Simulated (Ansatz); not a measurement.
Problem. Predict a relaxed structure of cis-Zr(PH3)2Cl4 (ZrP2H6Cl4), charge 0, singlet, at PBE-D4/def2-SVP (Ansatz).

Solution. 
```csv
atom,x (Å),y (Å),z (Å)
Cl1,-0.127,-2.226,2.571
Cl2,1.337,1.293,2.850
Cl3,-1.926,0.701,1.269
Cl4,2.222,-0.929,0.061
P5,0.602,1.907,-0.494
P6,-0.885,-1.688,-0.781
Zr7,0.304,-0.234,1.363
H8,-0.036,3.160,-0.234
H9,0.135,1.738,-1.838
H10,1.910,2.389,-0.812
H11,-1.006,-1.066,-2.066
H12,-2.238,-2.135,-0.664
H13,-0.290,-2.910,-1.224
```
Point group C2v (tolerance 0.1 Å). The metal has 6 neighbours: Cl 2.37 Å, Cl 2.37 Å, Cl 2.42 Å, Cl 2.42 Å, P 2.85 Å, P 2.85 Å. This is one stationary point.

In the def2 sets Zr takes a core potential; there is no spin–orbit coupling.
